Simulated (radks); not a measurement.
All-electron atom: Xe XXXVII in [Ar] (the NIST ground configuration).

Calculated with a radial shooting solver on a logarithmic mesh with Libxc functionals: scalar-relativistic Kohn-Sham, SCAN, spin-polarised, spherical densities, finite nucleus; meta-GGA in the generalised Kohn-Sham scheme; Fermi nuclear charge, rms radius 4.7859 fm.

Energy parts (eV):
| part | energy |
|---|---|
| total | -174831.591 |
| kinetic | 185203.978 |
| electron-nucleus | -384129.692 |
| Hartree | 27385.605 |
| exchange-correlation | -3291.483 |

Orbitals (lengths in bohr, moments of r in powers of bohr; r(max) is where P^2 peaks):
orbital	occ.	eigenvalue (eV)	r(max)
1s	2	-36404.49	0.01716
2s	2	-7300.264	0.09646
2p	6	-6759.562	0.07746
3s	2	-2721.628	0.2638
3p	6	-2547.984	0.2551

The highest occupied level is 3p at -2548.0 eV. For comparison, the ionisation energy in NIST's Atomic Spectra Database is 2556 eV (theoretical). In exact Kohn-Sham theory the highest level is minus the ionisation energy, but local and semilocal functionals leave it too shallow, through self-interaction and a potential that decays too fast; potentials with the right tail come closer. Summed over all electrons, <r^2> = 0.8001 bohr^2, which gives a Langevin (diamagnetic) susceptibility term of -0.634 x 10^-6 cm^3/mol. The density falls to 0.001 e/bohr^3 at r = 0.81 bohr.

Empty levels of this run are not shown, since the potential may be unsettled where no density lies.
